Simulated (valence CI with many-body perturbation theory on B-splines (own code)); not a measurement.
## Ladder of approximations for Sb XLIV

Calculated by configuration interaction combined with many-body perturbation theory (CI+MBPT): six valence electrons over a frozen Dirac-Fock core [He], radial functions for each j: 9 s, 9 p, 8 d, 6 f, 3 g, 1 h, with the one-electron correlation potential Σ1 (screened to all orders), the two-electron term Σ2, the three-electron term Σ3, Breit, model QED; selected single and double excitations, second order for the rest, scaled by the run's own slope (own B-spline code, finite nucleus).

The last digits are not significant, and no measured levels were compared; by estimate large intervals hold to a few tenths of a per cent, small ones and those within an open d or f shell to about a per cent. Among the levels kept, up to 2500 cm⁻¹ of a level comes from second order outside the variational space, and about a tenth of that is noise between levels of different J, which matters for small intervals.

Each rung adds one term. CI alone is the Dirac-Coulomb CI over the frozen core; QED comes last and gives the full result, which names the levels. Energies are above (2s^2 2p1/2^2 2p3/2^2) J=2 on the same rung, in eV.

Levels are named by their leading jj configuration (3d3/2^4 stands for four electrons in 3d with j = 3/2), which in mixed levels can hold well under half, so a name can repeat and another be missing. Letters in brackets count levels of one name in rising energy.

| Level | CI alone | Σ1 | Σ2 | Σ3 | Breit | QED | Full |
| --- | --- | --- | --- | --- | --- | --- | --- |
| (2s^2 2p1/2^2 2p3/2^2) J=0 | 32.4 | 0.00 | +0.17 | -0.04 | +2.36 | -0.04 | 34.9 |
| (2s^2 2p1/2 2p3/2^3) J=1 | 260.4 | +0.08 | +0.02 | -0.01 | -2.81 | +0.51 | 258.2 |
| (2s^2 2p1/2 2p3/2^3) J=2 | 278.8 | +0.08 | +0.05 | -0.04 | -5.18 | +0.50 | 274.3 |
| (2s 2p1/2^2 2p3/2^3) J=2 | 504.1 | -0.16 | -0.29 | -0.15 | +0.17 | -4.25 | 499.4 |
| (2s^2 2p3/2^4) J=0 | 550.7 | +0.16 | +0.19 | -0.06 | -6.73 | +0.94 | 545.2 |
| (2s 2p1/2^2 2p3/2^3) J=1 | 552.2 | -0.15 | -0.38 | -0.25 | +0.71 | -4.25 | 547.9 |
| (2s 2p1/2 2p3/2^4) J=0 | 772.1 | -0.07 | -0.15 | -0.17 | -2.93 | -3.76 | 765.0 |
| (2s 2p1/2 2p3/2^4) J=1 | 804.4 | -0.08 | -0.32 | -0.25 | -3.91 | -3.78 | 796.1 |
| (2p1/2^2 2p3/2^4) J=0 | 1086.5 | -0.31 | -0.70 | -0.44 | +1.47 | -8.43 | 1078.1 |
| (2s^2 2p1/2^2 2p3/2 3s) J=2 | 3937.9 | +0.27 | +0.10 | -0.17 | -3.70 | +0.99 | 3935.4 |
| (2s^2 2p1/2^2 2p3/2 3s) J=1 | 3944.0 | +0.27 | +0.09 | -0.17 | -3.53 | +0.99 | 3941.7 |
| (2s^2 2p1/2^2 2p3/2 3p1/2) J=1 | 4008.0 | +0.22 | +0.08 | -0.17 | -1.89 | -0.34 | 4005.9 |
| (2s^2 2p1/2^2 2p3/2 3p1/2) J=2 | 4010.5 | +0.22 | +0.07 | -0.17 | -2.53 | -0.34 | 4007.7 |
| (2s^2 2p1/2^2 2p3/2 3p3/2) J=3 | 4084.0 | +0.23 | +0.07 | -0.17 | -3.97 | -0.20 | 4080.0 |
| (2s^2 2p1/2^2 2p3/2 3p3/2) J=1 | 4083.9 | +0.23 | +0.08 | -0.17 | -3.71 | -0.21 | 4080.1 |
| (2s^2 2p1/2^2 2p3/2 3p3/2) J=2 | 4100.9 | +0.24 | +0.05 | -0.17 | -3.60 | -0.20 | 4097.2 |
| (2s^2 2p1/2^2 2p3/2 3p3/2) J=0 | 4115.8 | +0.24 | +0.15 | -0.17 | -2.70 | -0.22 | 4113.1 |
| (2s^2 2p1/2^2 2p3/2 3d3/2) J=2 | 4161.4 | +0.27 | +0.10 | -0.16 | -3.72 | -0.32 | 4157.6 |
| (2s^2 2p1/2^2 2p3/2 3d3/2) J=3 | 4167.0 | +0.27 | +0.10 | -0.16 | -4.41 | -0.31 | 4162.5 |
| (2s^2 2p1/2^2 2p3/2 3d3/2) J=1 | 4168.7 | +0.27 | +0.10 | -0.16 | -3.70 | -0.32 | 4164.9 |
| (2s^2 2p1/2^2 2p3/2 3d3/2) J=0 | 4168.3 | +0.27 | +0.20 | -0.16 | -2.58 | -0.34 | 4165.7 |
| (2s^2 2p1/2^2 2p3/2 3d5/2) J=4 | 4184.1 | +0.27 | +0.13 | -0.16 | -5.07 | -0.27 | 4179.1 |
| (2s^2 2p1/2 2p3/2^2 3s) J=2 [a] | 4185.3 | +0.33 | +0.12 | -0.16 | -7.34 | +1.29 | 4179.6 |
| (2s^2 2p1/2^2 2p3/2 3d5/2) J=2 | 4192.3 | +0.29 | +0.07 | -0.16 | -5.10 | -0.04 | 4187.3 |
| (2s^2 2p1/2 2p3/2^2 3s) J=1 [a] | 4194.0 | +0.35 | +0.07 | -0.16 | -7.69 | +1.49 | 4188.1 |
| (2s^2 2p1/2^2 2p3/2 3d5/2) J=3 | 4200.6 | +0.29 | +0.11 | -0.17 | -7.13 | +0.46 | 4194.1 |
| (2s^2 2p1/2^2 2p3/2 3d5/2) J=1 | 4207.8 | +0.28 | +0.10 | -0.16 | -4.32 | -0.23 | 4203.5 |
| (2s^2 2p1/2 2p3/2^2 3s) J=3 | 4212.6 | +0.33 | +0.08 | -0.18 | -8.91 | +0.77 | 4204.7 |
| (2s^2 2p1/2 2p3/2^2 3s) J=2 [b] | 4215.0 | +0.35 | +0.12 | -0.19 | -10.52 | +1.48 | 4206.2 |
| (2s^2 2p1/2 2p3/2^2 3s) J=0 | 4234.4 | +0.35 | +0.26 | -0.22 | -6.80 | +1.45 | 4229.5 |
| (2s^2 2p1/2 2p3/2^2 3s) J=1 [b] | 4237.8 | +0.35 | +0.17 | -0.22 | -7.02 | +1.44 | 4232.5 |

The middle columns are the shifts that each term adds.

Problem. How does the ionisation energy move along the ladder, and which term matters most?

Solution. CI alone 7172.6, + Σ1 7172.9, + Σ2 7173.1, + Σ3 7172.9, + Breit 7167.7, + QED 7167.4 eV. The largest step is Breit, -5.2 eV. NIST lists 7167 ± 4 eV (theoretical).
